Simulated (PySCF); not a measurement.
PySCF input for C4H11NSi, SMILES C[SiH2]N=C(C)C, PBE-D3(BJ)/def2-SVP. Geometry: PBE-D3(BJ)/def2-SVP. This is a generated structure with no PubChem entry under its InChIKey; it may be hypothetical. The values are those of a single conformer.

```python
import numpy as np
from pyscf import gto, scf, dft, df
from pyscf.hessian import thermo

mol = gto.M(
    atom='''
    C     2.57603736   -0.42298146   -0.97541610
    Si    1.31380396   -0.64566227    0.40541862
    N     0.04773064    0.54516916    0.16688486
    C    -1.22786775    0.47258613    0.07427656
    C    -2.05717318   -0.79487889    0.17918767
    C    -2.03055000    1.73803387   -0.15097981
    H     2.13286421   -0.67909315   -1.95904499
    H     3.45569346   -1.07809233   -0.81186570
    H     2.92003353    0.62958675   -1.01532782
    H     0.87895977   -2.10077464    0.44094347
    H     1.93831882   -0.33053716    1.73894953
    H    -2.73271921   -0.73345322    1.05909246
    H    -2.71489929   -0.90576378   -0.70856759
    H    -1.42806595   -1.69870027    0.27849882
    H    -2.60575326    1.67210688   -1.09935118
    H    -2.77788711    1.87874920    0.65899290
    H    -1.35659331    2.61250129   -0.18878479
    ''',
    basis='def2-SVP',
    charge=0,
    spin=0,
    max_memory=1600,
    verbose=3,
)
mf = dft.RKS(mol, xc='pbe').density_fit(auxbasis='def2-universal-jkfit')
mf.disp = 'd3bj'
mf.grids.level = 3
mf.conv_tol = 1e-11
mf.max_cycle = 100
mf.kernel()

# analytic Hessian; the response equations are solved on a coarser grid
h, args, fine = mf.Hessian(), (mf.mo_energy, mf.mo_coeff, mf.mo_occ), mf.grids
h.max_memory = max(150, 2.5e-5 * df.make_auxmol(mol, mf.with_df.auxbasis).nao * mol.nelec[0] * (mol.nelec[0] + mol.nao))  # MB; small integral blocks
h1ao = h.make_h1(mf.mo_coeff, mf.mo_occ)
mf.grids = dft.Grids(mol).set(level=1).build(with_non0tab=True)
mo1, mo_e1 = h.solve_mo1(*args, h1ao)
mf.grids = fine
hess = h.hess_elec(*args, mo1, mo_e1, h1ao) + h.hess_nuc()
if mf.do_disp():
    hess += h.get_dispersion()
for i in range(mol.natm):  # the analytic DFT Hessian lacks the response of the grid: restore translational invariance
    hess[i, i] -= hess[i].sum(axis=0)
hess = (hess + hess.transpose(1, 0, 3, 2)) / 2
vib = thermo.harmonic_analysis(mol, hess, imaginary_freq=False)
thermo.dump_normal_mode(mol, vib)
th = thermo.thermo(mf, vib['freq_au'][vib['freq_au'] > 0], 298.15, 101325)
thermo.dump_thermo(mol, th)
g0 = mf.nuc_grad_method().set(verbose=0).kernel()

# dipole derivatives [dipole axis, atom, xyz] from the same response
r, irp = mol.intor('int1e_r'), mol.intor('int1e_irp').reshape(3, 3, mol.nao, mol.nao)
sl, dm0, ok = mol.aoslice_by_atom(), np.array(mf.make_rdm1()), []
dmu = np.einsum('a,xt->xat', mol.atom_charges(), np.eye(3))
for a, (_, _, p0, p1) in enumerate(sl):
    dmu[:, a] += 2 * np.einsum('xtij,ij->xt', irp[:, :, :, p0:p1], dm0.reshape(-1, mol.nao, mol.nao).sum(0)[:, p0:p1])
    for u, c, occ, f in [(mo1, mf.mo_coeff, mf.mo_occ, 4)]:
        dmu[:, a] -= f * np.einsum('tui,xuv,vi->xt', u[a], r, c[:, occ > 0], optimize=True)
L = vib['norm_mode']
ir = 974.8801 * (np.einsum('xat,kat->kx', dmu, L) ** 2).sum(1)       # km/mol
apt = np.einsum('xax->a', dmu) / 3
print('mode   freq/cm-1   IR/(km/mol)')
for k, w in enumerate(vib['freq_wavenumber']):
    print(f'{k + 1:4d} {w:11.2f} {ir[k]:13.3f}')
print('max |gradient| / (hartree/bohr):', abs(g0).max())
print('APT charges:', apt.round(4))
```

Output:

```
converged SCF energy = -502.624653416003

WARN: DFTD3 does not support analytical Hessian, using finite difference


WARN: Mole.unit (angstrom) is changed to Bohr

Mode                                 0                   1                   2
Irrep
Freq [cm^-1]                       38.3381             86.7917            107.5548
Reduced mass [au]                   2.4277              1.0895              2.0432
Force const [Dyne/A]                0.0021              0.0048              0.0139
Char temp [K]                      55.1600            124.8739            154.7474
Normal mode                   x     y     z       x     y     z       x     y     z
       0   C                 0.10  0.07  0.08   -0.04  0.00 -0.02   -0.06  0.11 -0.04
       1  Si                -0.02 -0.04 -0.05    0.00 -0.00  0.01    0.01 -0.04  0.01
       2   N                -0.01 -0.02 -0.07    0.00  0.01  0.04    0.00 -0.04  0.08
       3   C                -0.01 -0.00 -0.00    0.01  0.00  0.00    0.01 -0.01  0.03
       4   C                -0.03  0.02  0.11    0.01 -0.00  0.00   -0.03  0.02  0.04
       5   C                 0.00  0.00 -0.03    0.01 -0.01 -0.04    0.06 -0.00 -0.10
       6   H                 0.18  0.16  0.01   -0.07  0.01 -0.01   -0.14  0.24 -0.04
       7   H                 0.08  0.05  0.09   -0.03 -0.00 -0.06   -0.05  0.08 -0.19
       8   H                 0.11  0.07  0.20   -0.04  0.00 -0.03   -0.07  0.11  0.07
       9   H                -0.03 -0.04 -0.20   -0.00  0.00  0.01    0.03 -0.05 -0.07
      10   H                -0.13 -0.13  0.02    0.04 -0.01 -0.00    0.05 -0.11  0.01
      11   H                 0.11  0.04  0.22    0.29 -0.14  0.23   -0.21  0.14 -0.11
      12   H                -0.18  0.04  0.22   -0.27  0.17  0.19    0.15 -0.09 -0.08
      13   H                -0.04  0.00  0.02    0.02 -0.03 -0.33   -0.06  0.02  0.27
      14   H                -0.01 -0.02 -0.02    0.35  0.10 -0.26    0.14 -0.04 -0.14
      15   H                 0.01  0.04 -0.02   -0.29 -0.17 -0.29   -0.01  0.07 -0.17
      16   H                 0.01 -0.01 -0.06   -0.02  0.04  0.30    0.09 -0.02 -0.10
Mode                                 3                   4                   5
Irrep
Freq [cm^-1]                      139.8339            155.3390            185.3467
Reduced mass [au]                   1.2628              1.1845              2.1813
Force const [Dyne/A]                0.0145              0.0168              0.0442
Char temp [K]                     201.1898            223.4983            266.6727
Normal mode                   x     y     z       x     y     z       x     y     z
       0   C                 0.00 -0.04  0.01    0.05 -0.04  0.01   -0.04  0.01  0.01
       1  Si                -0.03  0.01 -0.01   -0.01  0.00 -0.04   -0.06 -0.04 -0.02
       2   N                 0.02  0.07  0.01   -0.00  0.02 -0.02    0.04  0.09  0.05
       3   C                 0.02  0.02  0.01   -0.01  0.01  0.04    0.04  0.03  0.01
       4   C                 0.07 -0.02  0.01    0.00  0.00  0.03    0.12 -0.01  0.01
       5   C                -0.04 -0.02 -0.01   -0.03 -0.00  0.03   -0.02 -0.02 -0.04
       6   H                -0.13  0.39 -0.04    0.16 -0.18  0.00    0.05 -0.20  0.02
       7   H                -0.23 -0.41 -0.20    0.09  0.05  0.16    0.09  0.21  0.13
       8   H                 0.39 -0.16  0.28   -0.02 -0.01 -0.08   -0.26  0.08 -0.10
       9   H                -0.11  0.03 -0.07   -0.03  0.01 -0.05   -0.18 -0.01 -0.16
      10   H                -0.02 -0.08  0.01   -0.02 -0.01 -0.03   -0.05 -0.22  0.02
      11   H                 0.02 -0.02 -0.03   -0.24  0.11 -0.17    0.14 -0.06  0.03
      12   H                 0.12 -0.07 -0.02    0.25 -0.14 -0.14    0.10 -0.04  0.03
      13   H                 0.10  0.01  0.07    0.00  0.03  0.32    0.17  0.02 -0.01
      14   H                -0.01 -0.06 -0.02    0.29  0.11 -0.17   -0.09 -0.12  0.02
      15   H                -0.07 -0.07 -0.03   -0.30 -0.18 -0.20    0.04  0.02  0.01
      16   H                -0.09  0.01  0.01   -0.07  0.05  0.36   -0.06  0.01 -0.15
Mode                                 6                   7                   8
Irrep
Freq [cm^-1]                      266.1456            362.5761            459.1238
Reduced mass [au]                   3.1223              2.3967              2.1542
Force const [Dyne/A]                0.1303              0.1856              0.2675
Char temp [K]                     382.9243            521.6663            660.5770
Normal mode                   x     y     z       x     y     z       x     y     z
       0   C                 0.08 -0.05 -0.02    0.01  0.00 -0.01   -0.02  0.00  0.01
       1  Si                 0.02  0.03 -0.05    0.05 -0.05  0.03   -0.02  0.06  0.00
       2   N                -0.03  0.01  0.16    0.06  0.02 -0.02    0.04  0.06  0.00
       3   C                -0.03  0.00  0.06    0.05  0.04 -0.02    0.06 -0.08 -0.05
[...]
Normal mode                   x     y     z       x     y     z       x     y     z
       0   C                -0.00  0.00 -0.00    0.00 -0.00 -0.00   -0.03 -0.00  0.04
       1  Si                -0.00  0.00  0.00   -0.00  0.00 -0.00    0.00  0.00 -0.00
       2   N                -0.00 -0.00  0.00   -0.00  0.00 -0.00   -0.00  0.00 -0.00
       3   C                -0.00  0.00 -0.00    0.00 -0.00  0.00    0.00  0.00  0.00
       4   C                -0.02 -0.02  0.00    0.03  0.03 -0.00    0.00  0.00 -0.00
       5   C                 0.03 -0.02  0.01    0.02 -0.02  0.00    0.00 -0.00  0.00
       6   H                 0.00  0.00  0.00    0.00  0.00  0.01   -0.24 -0.14 -0.51
       7   H                 0.00 -0.00 -0.00   -0.00  0.00 -0.00    0.46 -0.35  0.10
       8   H                -0.00 -0.00  0.00   -0.00 -0.01  0.00    0.16  0.51 -0.01
       9   H                 0.00 -0.00  0.00   -0.00 -0.00 -0.00   -0.00 -0.00  0.00
      10   H                -0.00 -0.00 -0.00    0.00 -0.00  0.00   -0.00 -0.00  0.00
      11   H                 0.21 -0.02 -0.28   -0.32  0.04  0.43   -0.00  0.00  0.00
      12   H                 0.19  0.03  0.27   -0.29 -0.04 -0.41   -0.00 -0.00 -0.00
      13   H                -0.14  0.18 -0.02    0.21 -0.29  0.03    0.00 -0.00  0.00
      14   H                -0.27 -0.04 -0.46   -0.17 -0.03 -0.30   -0.00 -0.00 -0.00
      15   H                -0.35  0.06  0.39   -0.23  0.04  0.26   -0.00  0.00  0.00
      16   H                 0.21  0.26 -0.01    0.14  0.17 -0.01    0.00  0.00 -0.00
Mode                                39                  40                  41
Irrep
Freq [cm^-1]                     3036.5938           3042.3917           3078.4502
Reduced mass [au]                   1.1002              1.1001              1.1022
Force const [Dyne/A]                5.9774              5.9993              6.1540
Char temp [K]                    4368.9825           4377.3243           4429.2044
Normal mode                   x     y     z       x     y     z       x     y     z
       0   C                 0.00 -0.00  0.00   -0.00  0.00 -0.00   -0.07  0.01 -0.06
       1  Si                -0.00  0.00  0.00   -0.00  0.00  0.00   -0.00  0.00 -0.00
       2   N                 0.00 -0.00 -0.00    0.00  0.00  0.00    0.00  0.00  0.00
       3   C                -0.00 -0.00 -0.00   -0.00 -0.00  0.00    0.00 -0.00  0.00
       4   C                -0.00  0.01  0.04   -0.00  0.01  0.08    0.00 -0.00 -0.00
       5   C                 0.01 -0.01 -0.08   -0.00  0.00  0.04   -0.00 -0.00 -0.00
       6   H                -0.00 -0.00 -0.00    0.00  0.00  0.00    0.28  0.17  0.63
       7   H                -0.00  0.00 -0.00    0.00 -0.00  0.00    0.49 -0.37  0.08
       8   H                 0.00  0.00 -0.00   -0.00  0.00  0.00    0.01  0.08 -0.01
       9   H                -0.00 -0.00  0.00   -0.00  0.00 -0.00    0.00  0.00  0.00
      10   H                -0.00 -0.00 -0.00    0.00  0.00 -0.00    0.00  0.00  0.00
      11   H                 0.19 -0.02 -0.24    0.37 -0.04 -0.46   -0.00  0.00  0.00
      12   H                -0.19 -0.03 -0.24   -0.36 -0.06 -0.48    0.00 -0.00  0.00
      13   H                 0.01 -0.01  0.01    0.02 -0.03  0.02   -0.00  0.00 -0.00
      14   H                 0.32  0.04  0.50   -0.16 -0.02 -0.26    0.00  0.00  0.00
      15   H                -0.41  0.07  0.43    0.21 -0.04 -0.22   -0.00  0.00  0.00
      16   H                 0.01  0.00 -0.01   -0.00 -0.00  0.01    0.00  0.00 -0.00
Mode                                42                  43                  44
Irrep
Freq [cm^-1]                     3086.9135           3091.0765           3104.7597
Reduced mass [au]                   1.1028              1.1039              1.1034
Force const [Dyne/A]                6.1915              6.2142              6.2669
Char temp [K]                    4441.3812           4447.3708           4467.0580
Normal mode                   x     y     z       x     y     z       x     y     z
       0   C                 0.00  0.09  0.01    0.00 -0.00  0.00   -0.00  0.00 -0.00
       1  Si                 0.00  0.00  0.00   -0.00  0.00 -0.00   -0.00  0.00  0.00
       2   N                -0.00 -0.00 -0.00   -0.00  0.00 -0.00   -0.00 -0.00 -0.00
       3   C                 0.00 -0.00  0.00    0.00  0.00  0.00    0.00  0.00  0.00
       4   C                 0.00 -0.00  0.00    0.07 -0.06  0.01   -0.00  0.00  0.00
       5   C                -0.00 -0.00 -0.00    0.00  0.00  0.00    0.07  0.06 -0.00
       6   H                -0.12 -0.05 -0.26   -0.00 -0.00 -0.00   -0.00  0.00 -0.00
       7   H                 0.35 -0.25  0.07   -0.00  0.00 -0.00    0.00 -0.00  0.00
       8   H                -0.25 -0.75  0.03    0.00  0.00 -0.00   -0.00 -0.00  0.00
       9   H                -0.00 -0.00  0.00    0.00 -0.00  0.00   -0.00 -0.00  0.00
      10   H                -0.00 -0.00 -0.00   -0.00  0.00  0.00   -0.00 -0.00 -0.00
      11   H                -0.00  0.00  0.00   -0.15  0.01  0.21    0.00 -0.00 -0.00
      12   H                -0.00 -0.00 -0.00   -0.18 -0.04 -0.25   -0.00 -0.00 -0.00
      13   H                -0.00  0.00 -0.00   -0.49  0.70 -0.08    0.01 -0.01  0.00
      14   H                 0.00 -0.00  0.00   -0.00  0.00 -0.01   -0.12 -0.01 -0.22
      15   H                -0.00  0.00 -0.00   -0.00  0.00  0.00   -0.17  0.04  0.20
      16   H                 0.00  0.00 -0.00   -0.00 -0.01  0.00   -0.53 -0.69  0.03
temperature 298.1500 [K]
pressure 101325.00 [Pa]
Rotational constants [GHz] 5.50768 1.40599 1.24880
Symmetry number 1
Zero-point energy (ZPE) 0.13576 [Eh]   356432.882 [J/mol]
                           tot       elec      trans        rot        vib
Entropy [J/mol/K]       398.491      0.000    166.332    116.729    115.430
Cv [J/mol/K]            139.528      0.000     12.472     12.472    114.584
Cp [J/mol/K]            147.842      0.000     20.786     12.472    114.584
Internal energy [J/mol]                      3718.434   3718.434 374155.027
Internal energy [Eh]   -502.47931  -502.62465
Enthalpy [J/mol]                             6197.391   3718.434 374155.027
Enthalpy [Eh]          -502.47837
Gibbs free energy [J/mol]                  -43394.436 -31084.360 339739.642
Gibbs free energy [Eh] -502.52362
mode   freq/cm-1   IR/(km/mol)
   1       38.34         1.845
   2       86.79         0.169
   3      107.55         0.883
   4      139.83         0.575
   5      155.34         1.492
   6      185.35         0.990
   7      266.15         3.404
   8      362.58         0.779
   9      459.12         1.505
  10      476.12         4.272
  11      492.85         7.078
  12      622.53        32.760
  13      682.39        18.237
  14      712.58        33.274
  15      739.52        65.261
  16      843.00        23.500
  17      848.91        36.112
  18      868.97        19.230
  19      877.29        48.580
  20      893.37       200.618
  21      927.61       152.776
  22     1047.98         1.761
  23     1068.38         3.642
  24     1194.70        29.936
  25     1211.85        19.013
  26     1317.24        11.356
  27     1322.64        48.287
  28     1378.74         3.524
  29     1380.18         7.858
  30     1386.01         1.745
  31     1388.58         0.728
  32     1396.57        19.637
  33     1410.88        17.773
  34     1721.71       302.858
  35     2077.27       167.458
  36     2154.73       118.701
  37     2961.34         4.573
  38     2967.42        17.544
  39     2978.33         3.559
  40     3036.59         2.139
  41     3042.39        11.799
  42     3078.45         4.020
  43     3086.91         2.712
  44     3091.08         4.947
  45     3104.76         5.041
max |gradient| / (hartree/bohr): 3.9129137391316664e-05
APT charges: [-3.386e-01  1.368e+00 -9.283e-01  6.547e-01 -1.299e-01 -1.308e-01
  1.770e-02  1.220e-02  2.400e-02 -3.461e-01 -2.835e-01  1.630e-02
  1.350e-02  2.260e-02  1.200e-03  4.000e-04  2.660e-02]
```

Self-consistency was reached.

Cost: very roughly 8 core-minutes.
